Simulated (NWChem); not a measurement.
Species: CH$_{5}$BOS; SMILES OBSC

```xyz
9

B     -0.6580     1.0310     0.0000
H     -1.7441     1.5669     0.0000
O      0.5044     1.7285     0.0000
H      0.3663     2.6805     0.0000
S     -0.6407    -0.7619     0.0000
C      1.1365    -1.1420     0.0000
H      1.6231    -0.7321    -0.8946
H      1.2353    -2.2351     0.0000
H      1.6231    -0.7321     0.8946
```
Atoms are numbered in this order, from 1.

Level: PBE0/def2-SVP (NWChem), optimised geometry, unscaled harmonic frequencies. 

List the harmonic frequencies with IR intensities, and the thermochemistry.


| frequency (cm⁻¹) | IR intensity (km/mol) |
|---|---|
| 7 | 0.2 |
| 180 | 2.3 |
| 236 | 10.2 |
| 449 | 5.6 |
| 537 | 84.3 |
| 710 | 25.7 |
| 764 | 32.9 |
| 865 | 37.9 |
| 954 | 55.2 |
| 962 | 8.8 |
| 1007 | 13.1 |
| 1162 | 104.6 |
| 1322 | 61.9 |
| 1380 | 191.9 |
| 1444 | 8.9 |
| 1448 | 26.4 |
| 2612 | 146.1 |
| 3081 | 15.7 |
| 3197 | 2.1 |
| 3201 | 1.7 |
| 3917 | 125.6 |

- zero-point energy: 42.1 kcal/mol
- thermal correction to the enthalpy at 298.15 K (with zero-point energy): 46.3 kcal/mol
- heat capacity Cv: 18.1 cal/(mol K)
- entropy at 298.15 K and 1 atm (symmetry number 1): 79.4 cal/(mol K)
- dipole moment: 1.99 D

Rigid rotor and harmonic oscillator; modes under 100 cm⁻¹ make the entropy uncertain.
